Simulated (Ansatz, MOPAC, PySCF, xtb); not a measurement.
Noncovalent pair: HCl (SMILES Cl) (first 2 atoms) with CH3F (SMILES CF); geometry from B3LYP-D3(BJ)/def2-TZVP, rigid monomers moved along the line of their centres of mass till H2···F4 is 1.74 Å.
(charge 0, multiplicity 1):
```csv
atom,x (Å),y (Å),z (Å)
Cl,0.1652,0.0521,-0.1361
H,0.2154,0.5086,1.0704
C,-0.4676,-0.5511,3.3348
F,0.0718,0.6291,2.8027
H,0.2488,-0.9604,4.0455
H,-1.4046,-0.3020,3.8307
H,-0.6394,-1.2491,2.5163
```

Counterpoise-corrected where a basis set is named; no monomer relaxation. Rows marked so take none.

Correlated levels freeze the cores. CBS: X⁻³ extrapolation of the correlation energy, Hartree–Fock from the larger set. Rows in 6-31G* carry no dispersion term and start afresh at each structure (6-31G* with six Cartesian d functions). The state that PM3 reach isn't checked.

Codes used: Ansatz (an electronic-structure program) with Gaussian orbitals; MOPAC for PM3 (differences of heats of formation); PySCF for 6-31G* rows; xtb for the GFN methods. Each number belongs to the level named beside it.

The comparison value is -13.4 kJ/mol (CCSD(T)/CBS(aug-cc-pV(D+d)Z, aug-cc-pV(T+d)Z)). It is a level with limits of its own, not the exact answer.

Q: Order these levels by how close they come to the comparison value for the interaction energy, closest first: r2SCAN/def2-TZVPPD, HF/aug-cc-pV(T+d)Z, PM3, GFN1-xTB, BP86/6-31G* (no counterpoise). Give each level's value less the comparison value.

A: r2SCAN/def2-TZVPPD (-1.5 kJ/mol), PM3 (-3.5 kJ/mol), GFN1-xTB (5.0 kJ/mol), BP86/6-31G* (no counterpoise) (-9.3 kJ/mol), HF/aug-cc-pV(T+d)Z (11.9 kJ/mol)
